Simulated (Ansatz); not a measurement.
Mulliken charges of H$_{4}$O$_{2}$SiZn (`[OH][Zn][O][SiH3]`) from ωB97M-V/def2-TZVPP in Ansatz (PBE0-D4/def2-TZVP geometry).

| atom | x (Å) | y (Å) | z (Å) | charge (e) |
| --- | --- | --- | --- | --- |
| O1 | 0.889 | 2.399 | -2.014 | -0.474 |
| Zn2 | 0.536 | 1.249 | -0.727 | 0.613 |
| O3 | 0.164 | 0.245 | 0.663 | -0.498 |
| Si4 | -0.555 | -1.142 | 1.103 | 0.354 |
| H5 | 1.326 | 2.028 | -2.783 | 0.178 |
| H6 | -0.537 | -1.254 | 2.586 | -0.050 |
| H7 | -1.972 | -1.199 | 0.640 | -0.060 |
| H8 | 0.150 | -2.327 | 0.532 | -0.062 |

**Question.** By hand: the dipole of these point charges (1 e Å = 4.8032 D).

**Answer.** Σ q r = (0.001, -0.258, -0.127) e Å, of length 0.288 e Å = 1.38 D.

**Question.** How does the dipole of the full density compare? (Best estimate.)

**Answer.** Computed: (0.154, -0.100, -0.291) e Å, 1.65 D; the point charges give 0.84 times that, at 51° from its direction.

Point charges leave out the atoms' own dipoles, such as those of lone pairs, and Mulliken's split depends on the basis, so the two needn't agree.
